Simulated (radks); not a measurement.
Values are calculated unless marked as measured or tabulated.
Removal energies from the erbium ion Er2+, [Xe] 4f12, by Delta-SCF beside the eigenvalue of the level emptied. Code: a radial shooting solver on a logarithmic mesh with Libxc functionals. Model: scalar-relativistic Kohn-Sham, r2SCAN, spin-polarised, spherical densities, finite nucleus; meta-GGA in the generalised Kohn-Sham scheme; Fermi nuclear charge, rms radius of each element as measured or else 0.836 A^(1/3) + 0.57 fm. Open shells are filled with parallel spins first.

removed from,final configuration,Delta-SCF (eV),-eigenvalue (eV)
4f,[Xe] 4f11,24.539,16.038
5p,[Kr] 4d10 4f12 5s2 5p5,47.532,41.246
5s,[Kr] 4d10 4f12 5s1 5p6,73.958,67.153
4d,[Kr] 4d9 4f12 5s2 5p6,190.54,181.21
